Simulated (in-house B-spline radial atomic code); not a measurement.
A fraction x of an electron is moved 4s → 4d in the rubidium ion Rb³⁺, starting from [Ar] 3d10 4s2 4p4 and keeping the highest spin. Computed with an all-electron radial atomic-structure program (B-spline basis): non-relativistic M06-L, spin-polarised, spherical fractional occupations, point nucleus.

```csv
x,E(x) - E(0) (eV),4s down level (eV),4d up level (eV)
0,0.0000,-61.446,-
0.125,4.6954,-61.595,-24.096
0.25,?,?,?
0.375,14.0279,-61.786,-24.658
0.5,18.6536,-61.832,-24.952
0.625,23.2471,-61.863,-25.248
0.75,?,?,?
0.875,32.3400,-61.986,-25.834
1,36.8466,-,-26.124
```

(1) What belongs in the row x = 0.25?

(2) What belongs in the row x = 0.75?

(3) Check Janak's theorem between x = 0.375 and 0.5.

Answers

(1) An energy change of 9.3733 eV; 4s down at -61.709 eV, 4d up at -24.371 eV.

(2) An energy change of 27.8080 eV; 4s down at -61.907 eV, 4d up at -25.542 eV.

(3) The slope of the energy is 37.01 eV; the orbital levels give 37.00 eV (ε of the receiving orbital less ε of the emptying one, averaged over the two points).
